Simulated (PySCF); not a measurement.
CH6N2Si2.
Bonds: N1–C2 (triple), C2–Si3, Si3–Si4, Si4–N5. Hydrogens: H6, H7 on Si3; H8, H9 on Si4; H10, H11 on N5.

Jobs on this species (11 atoms, 54 electrons) with PySCF (density fitting). Hardware of each: one thread of an Arm Neoverse V1, no GPU, on a shared host. Other jobs ran on the host; a repeat could differ by tens of per cent or more. Peak memory is the resident size of the whole Python process, interpreter and libraries included.

```csv
level and settings,work,basis functions,SCF cycles,wall time,peak memory
"delta-SCF UKS PBE, pcX-2 on the ionised atom, pcseg-1 elsewhere, spin-free X2C","ΔSCF core ionisation, 7 holes",150,?,?,?
"delta-SCF UKS SCAN, def2-TZVP on the ionised atom, pcseg-1 elsewhere, spin-free X2C","ΔSCF core ionisation, 7 holes",127,?,?,?
"delta-SCF UKS HF, pcX-2 on the ionised atom, pcseg-1 elsewhere, spin-free X2C","ΔSCF core ionisation, 7 holes",150,108,31 s,0.56 GiB
"PBE0-D3(BJ)/def2-SVP, grid level 1",geometry optimisation from a GFN2-xTB start shaken at random,108,48,30 s,0.45 GiB
"delta-SCF UKS SCAN, pcX-1 on the ionised atom, pcseg-1 elsewhere, spin-free X2C","ΔSCF core ionisation, 7 holes",130,110,31 s,0.56 GiB
"delta-SCF UKS SCAN, pcX-2 on the ionised atom, pcseg-1 elsewhere, non-relativistic","ΔSCF core ionisation, 7 holes",150,109,36 s,0.56 GiB
"delta-SCF UKS B3LYP, pcX-2 on the ionised atom, pcseg-1 elsewhere, spin-free X2C","ΔSCF core ionisation, 7 holes",150,100,47 s,0.56 GiB
"delta-SCF UKS PBE0, pcX-2 on the ionised atom, pcseg-1 elsewhere, spin-free X2C","ΔSCF core ionisation, 7 holes",150,99,45 s,0.56 GiB
"delta-SCF UKS SCAN, pcX-2 on the ionised atom, pcseg-1 elsewhere, spin-free X2C","ΔSCF core ionisation, 7 holes",150,110,38 s,0.53 GiB
```

Fill in the missing figures.

- delta-SCF UKS PBE, pcX-2 on the ionised atom, pcseg-1 elsewhere, spin-free X2C; ΔSCF core ionisation, 7 holes: 24 s, 0.56 GiB, 109 SCF cycles
- delta-SCF UKS SCAN, def2-TZVP on the ionised atom, pcseg-1 elsewhere, spin-free X2C; ΔSCF core ionisation, 7 holes: 34 s, 0.56 GiB, 107 SCF cycles

What do all jobs in the table cost together?

About 5.3 min; the longest takes about 15 % of that, and about 2 times as long as the shortest.
